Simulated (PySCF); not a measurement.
SbI: frontier orbitals

revPBE at R = 2.694 Å; PySCF, scalar-relativistic core potentials, basis sets Sb def2-TZVPP with ECP28, I def2-TZVPP with ECP28. State: ³Σ⁻ (triplet), unpaired electrons π ↑↑. Only the outer orbitals are listed, counted within each symmetry, core potentials removing the inner ones.

```json
{"spin": "α", "orbital": "7σ", "occ.": "1", "ε (eV)": "-17.55", "on Sb (%)": "10", "main shells (%)": "89 I s"}
{"spin": "α", "orbital": "8σ", "occ.": "1", "ε (eV)": "-13.54", "on Sb (%)": "84", "main shells (%)": "84 Sb s, 9 I s"}
{"spin": "α", "orbital": "9σ", "occ.": "1", "ε (eV)": "-7.99", "on Sb (%)": "40", "main shells (%)": "59 I p, 33 Sb p"}
{"spin": "α", "orbital": "5π", "occ.": "1", "ε (eV)": "-7.13", "on Sb (%)": "23", "main shells (%)": "77 I p, 22 Sb p"}
{"spin": "α", "orbital": "5π", "occ.": "1", "ε (eV)": "-7.13", "on Sb (%)": "23", "main shells (%)": "77 I p, 22 Sb p"}
{"spin": "α", "orbital": "6π", "occ.": "1", "ε (eV)": "-5.15", "on Sb (%)": "78", "main shells (%)": "77 Sb p, 21 I p"}
{"spin": "α", "orbital": "6π", "occ.": "1", "ε (eV)": "-5.15", "on Sb (%)": "78", "main shells (%)": "77 Sb p, 21 I p"}
{"spin": "α", "orbital": "10σ", "occ.": "0", "ε (eV)": "-2.73", "on Sb (%)": "68", "main shells (%)": "63 Sb p, 29 I p"}
{"spin": "α", "orbital": "11σ", "occ.": "0", "ε (eV)": "1.99", "on Sb (%)": "88", "main shells (%)": "86 Sb p, 19 I d"}
{"spin": "α", "orbital": "7π", "occ.": "0", "ε (eV)": "2.46", "on Sb (%)": "91", "main shells (%)": "74 Sb p, 17 Sb d"}
{"spin": "β", "orbital": "7σ", "occ.": "1", "ε (eV)": "-17.40", "on Sb (%)": "7", "main shells (%)": "92 I s"}
{"spin": "β", "orbital": "8σ", "occ.": "1", "ε (eV)": "-12.47", "on Sb (%)": "83", "main shells (%)": "83 Sb s, 10 I p"}
{"spin": "β", "orbital": "9σ", "occ.": "1", "ε (eV)": "-7.69", "on Sb (%)": "38", "main shells (%)": "61 I p, 28 Sb p, 10 Sb s"}
{"spin": "β", "orbital": "5π", "occ.": "1", "ε (eV)": "-6.82", "on Sb (%)": "9", "main shells (%)": "90 I p, 8 Sb p"}
{"spin": "β", "orbital": "5π", "occ.": "1", "ε (eV)": "-6.82", "on Sb (%)": "9", "main shells (%)": "90 I p, 8 Sb p"}
{"spin": "β", "orbital": "6π", "occ.": "0", "ε (eV)": "-3.70", "on Sb (%)": "90", "main shells (%)": "90 Sb p, 8 I p"}
{"spin": "β", "orbital": "6π", "occ.": "0", "ε (eV)": "-3.70", "on Sb (%)": "90", "main shells (%)": "90 Sb p, 8 I p"}
{"spin": "β", "orbital": "10σ", "occ.": "0", "ε (eV)": "-2.25", "on Sb (%)": "71", "main shells (%)": "66 Sb p, 25 I p"}
```

Task: Which are the highest filled and the lowest empty level, where do they sit, and how wide is the gap?

Result: Highest filled α 6π at -5.15 eV (in %: 77 Sb p, 21 I p); lowest empty β 6π at -3.70 eV (in %: 90 Sb p, 8 I p); the gap at revPBE is 1.45 eV. Both belong to one degenerate shell, split only by its one-sided filling, so this is no excitation gap.

The bond order (Mayer) is 1.27. The ⟨S²⟩ is 2.005. The charge on Sb (Mulliken, basis-dependent) is 0.18 and the charge on Sb (Löwdin, basis-dependent) is 0.00. The dipole moment (positive dipole means Sb(−)I(+)) is -1.23 D.

Spin–orbit coupling is left out. The state is the lowest determinant that a PBE0 search found; another state may lie lower at other levels.
